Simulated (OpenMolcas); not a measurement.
**Ag2+: moving the ligands**

Ag2+ with its 8 nearest fluoride ions at 2.375 Å, on the Ca site of CaF2 (a = 5.46294 Å, distance in the model lattice 2.366 Å). The rest of the host is ab initio model potentials to 7.6 Å and point charges beyond; the distance is set by hand and nothing relaxes. Ligand basis ANO-RCC-VDZP.

```
Program             : OpenMolcas 26.06
Method              : SS-CASPT2, IPEA 0.25 Eh, imaginary shift 0.1 Eh (closed shells correlated: 4s 4p and the ligand valence shells)
Basis               : ANO-RCC-VTZP [7s6p4d2f1g]
Scalar Hamiltonian  : DKH2, point nucleus
Active space        : 9 electrons in 5 orbitals (4d)
State averaging     : 2S+1 = 2 even, 5 roots
Spin-orbit coupling : state interaction with AMFI integrals over the reference wave functions
```

Runs around this geometry, states (labels of O, the rotations of Oh). Energies in cm-1 above the lowest state or level, χT in cm3 K/mol; under a threefold ground state the first gap can be a small split of the lowest multiplet, not the spin-orbit step; 10Dq is the gap between the two states; 10Dq is negative for this site.

| R (Å) | Ground state | First state of that spin | 10Dq | First gap with spin-orbit (degeneracies) | χT at 300 K |
| --- | --- | --- | --- | --- | --- |
| 2.366 | 2T2 | 2E 7320 | -7315 | 1970 (2, 4) | 0.548 |
| 2.375 | 2T2 | 2E 7200 | -7200 | 1960 (2, 4) | 0.551 |
| 2.38 | 2T2 | 2E 7020 | -7020 | 1950 (2, 4) | 0.554 |

Taking |10Dq| as R^-n, n = -ln(7020 / 7315) / ln(2.38 / 2.366) = 7.0 between the shortest and longest distance. The point-charge formula for a cubic d site gives n = 5.

Roots that are degenerate in the reference are averaged as groups; the widest CASPT2 spread within a group is 93 cm-1 (the 3-fold group of multiplicity 2 near 0 cm-1 above the lowest state of its run, R = 2.38). Shifts and gaps below about the spread of the groups concerned are not significant. Over all roots computed the reference weight is 0.69 in R = 2.366, 0.69 in R = 2.375, 0.69 in R = 2.38; a low but even weight reflects the number of correlated electrons. An orbital triplet at a regular site is open to Jahn-Teller coupling, which can distort the site and quench the lowest spin-orbit gaps and is left out. Ligand-to-metal charge-transfer states are missing. With one d shell and no ligand orbital active, 10Dq can be off by a tenth or more. Free-ion shares, where given, are those of the reference states; single-state CASPT2 does not remix them. No measured value stands beside these numbers; the geometry was set by hand and not optimised.
